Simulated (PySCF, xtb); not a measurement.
C₃H₂O, SMILES C#CC=O.

GFN2-xTB (xtb) at its own geometry gives an orbital gap of 3.23 eV and a dipole moment of 3.10 D.

Geometry: B3LYP-D3(BJ)/def2-SVP.

What does HF/def2-TZVPD run with PySCF give? (An estimate is asked for; the answer gives what the named calculation found.)

gap 13.23 eV (levels -11.59 and 1.64 eV), dipole 3.27 D.
